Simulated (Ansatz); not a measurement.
Isolated molecules relaxed with PBE0-D4/def2-TZVP in Ansatz; ΔE leaves out vibrations. CCSD(T)/CBS is the MP2 limit (def2-TZVPP, def2-QZVPP) plus CCSD(T) − MP2 in def2-TZVPP, frozen cores. DFT in def2-TZVPP. Each species was taken in one conformer, which may not be the lowest.

`B[SiH](F)OC` + `NB(O)Cl` → `BOB(N)Cl` + `CO[SiH2]F`  (cleavage of the B–Si bond)

```json
{"species": "`B[SiH](F)OC`", "r2SCAN0-D4 energy (Eh)": "-531.11482"}
{"species": "`NB(O)Cl`", "r2SCAN0-D4 energy (Eh)": "-616.92973"}
{"species": "`BOB(N)Cl`", "r2SCAN0-D4 energy (Eh)": "-642.38794"}
{"species": "`CO[SiH2]F`", "r2SCAN0-D4 energy (Eh)": "-505.71435"}
```

(1) Work out ΔE.

Largest T1 diagnostic among the species: 0.012.

## Answers

(1) ΔE = (-642.38794) + (-505.71435) − (-531.11482) − (-616.92973) = -0.05774 Eh = -151.6 kJ/mol. CCSD(T)/CBS gives -150.7 kJ/mol.

At CCSD(T), def2-SVP lies −16.7 kJ/mol from the extrapolated value and def2-TZVPP −0.9 kJ/mol. From BLYP to BHLYP (50 % exact exchange), in def2-TZVPP and without D4, ΔE moves by −6.0 kJ/mol.
